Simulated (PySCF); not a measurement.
# CH9ClO2Si3

CH9ClO2Si3 is a molecule drawn to mimic a surface site (built as: Si site whose three back bonds go to OSiH3, CH2SiH3, OH; end group Cl), neutral, singlet. The structure, one conformer, was relaxed in the gas phase by PBE0-D3(BJ)/def2-SVP. No frequency run checks that it is a minimum.

SMILES: O[Si](Cl)(C[SiH3])O[SiH3]

```xyz
16

Si    0.502    1.426    1.237
O     1.262   -0.001    0.920
Si    2.378   -0.675   -0.120
C    -1.053    1.604    0.259
Si   -1.809   -0.055   -0.230
O     0.116    1.515    2.833
Cl    1.873    2.914    0.754
H     2.230   -0.089   -1.485
H     3.758   -0.422    0.382
H     2.121   -2.141   -0.168
H    -1.775    2.178    0.862
H    -0.849    2.184   -0.655
H    -3.141    0.158   -0.875
H    -0.919   -0.754   -1.206
H    -1.990   -0.925    0.969
H     0.828    1.374    3.465
```
(Å; atoms numbered from 1)

Shieldings: GIAO PBE0/pcSseg-1. Shifts are against computed references at the same level: C TMS (σ 184.4 ppm), H TMS (σ 31.27 ppm), Si TMS (σ 352.0 ppm). Core levels by delta-SCF with SCAN, pcX-2 on the ionised atom and pcseg-1 elsewhere, spin-free X2C (2p3/2 is the spin-free 2p value less a third of a first-order spin-orbit splitting); from the vacuum level, for chosen atoms.

Q: Give the NMR and core-level values of the distinct atoms.

A: 
| atoms | bonded to | σ (ppm) | δ (ppm) | core level (eV) |
| --- | --- | --- | --- | --- |
| Si1 | 1 C + 1 Cl + 2 O | 369.2 | -17.2 | 2p3/2 108.40 |
| O2 | 2 Si | 266.7 | - | 1s 538.12 |
| Si3 | 1 O + 3 H | 389.0 | -37.0 | - |
| C4 | 2 Si + 2 H | 190.3 | -5.9 | 1s 290.24 |
| Si5 | 1 C + 3 H | 420.6 | -68.6 | - |
| O6 | 1 Si + 1 H | 252.8 | - | 1s 538.94 |
| Cl7 | 1 Si | 854.5 | - | 2p3/2 205.78 |
| H8 H9 H10 | 1 Si | 26.33 | 4.93 | - |
| H11 | 1 C | 30.91 | 0.36 | - |
| H12 | 1 C | 31.20 | 0.07 | - |
| H13 H14 H15 | 1 Si | 27.30 | 3.97 | - |
| H16 | 1 O | 29.00 | 2.27 | - |

Values are those of this one static structure, with the three H of a rotating XH3 group averaged; atoms that internal rotation interchanges would show their mean in an NMR spectrum.

Q: Which of O2, O6 holds its core electrons tightest, and by how much against the loosest?

A: O6 (bonded to 1 Si + 1 H), by 0.81 eV over O2 (bonded to 2 Si).

Q: By CAM-B3LYP/def2-SVPD (TDDFT singlets, Tamm-Dancoff triplets, ionisation by delta-SCF), where does absorption start, and what does vertical ionisation take?

A: The lowest singlet lies at 7.72 eV (f 0.005), the strongest of the first 6 at 8.52 eV (f 0.057), the lowest triplet at 7.33 eV; vertical ionisation takes 10.90 eV.
